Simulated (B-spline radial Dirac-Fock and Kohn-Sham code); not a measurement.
How the binding energies of Ag²³⁺ add up

System: silver as Ag²³⁺, configuration [Ar] 3d6; nuclear rms radius 4.5454 fm (A = 107).

Calculated with a radial finite-basis atomic code, using Dirac-Fock (average of configuration) total-energy differences with a finite nucleus, the Breit interaction including its frequency dependence, and self-energy and vacuum-polarisation corrections. No correlation. Energies are counted from the vacuum level.

All terms are in eV, carry their sign (relaxation lowers the binding energy) and add up to the binding energy; ⟨r⟩ is the mean radius of the orbital in the initial state.

| subshell | −ε (Koopmans) | relaxation | Breit | self-energy | vacuum polarisation | binding energy | ⟨r⟩ (bohr) |
| --- | --- | --- | --- | --- | --- | --- | --- |
| 1s | 26524.1 | -40.48 | -52.55 | -30.09 | 3.79 | 26404.7 | 0.031 |
| 2s | 4705.5 | -14.04 | -4.96 | -3.64 | 0.42 | 4683.3 | 0.134 |
| 2p1/2 | 4425.0 | -16.65 | -8.15 | 0.28 | -0.01 | 4400.5 | 0.114 |
| 2p3/2 | 4247.6 | -15.85 | -5.44 | -0.06 | -0.02 | 4226.2 | 0.119 |
| 3s | 1488.8 | -2.01 | -0.91 | -0.79 | 0.09 | 1485.2 | 0.351 |
| 3p1/2 | 1375.8 | -2.29 | -1.50 | 0.05 | 0.00 | 1372.1 | 0.340 |
| 3p3/2 | 1339.8 | -2.12 | -0.95 | -0.02 | -0.01 | 1336.7 | 0.349 |
| 3d | 1160.2 | -2.85 | -0.40 | 0.05 | 0.00 | 1157.0 | 0.317 |

For the deepest level, K (1s), the Breit terms make up -0.199 % of the binding energy, QED -0.100 % and orbital relaxation -0.153 %.

Spin-orbit splittings: 2p 174.2 eV, 3p 35.39 eV.

Going to the tabulated ground configuration of the next ion removes an electron from M4,5 (3d), computed at 1157.0 eV. NIST lists 1149 ± 4 eV as the ionisation energy of this species (theoretical), -8.03 eV from the computed value. Where a p, d or f shell is open in either ion the computed value averages over both j values and all terms, while the table refers to the lowest levels; that difference holds spin-orbit splitting (largest in heavy or highly charged ions), term energies where several electrons share open shells, and correlation, and it can reach 10 % or more.
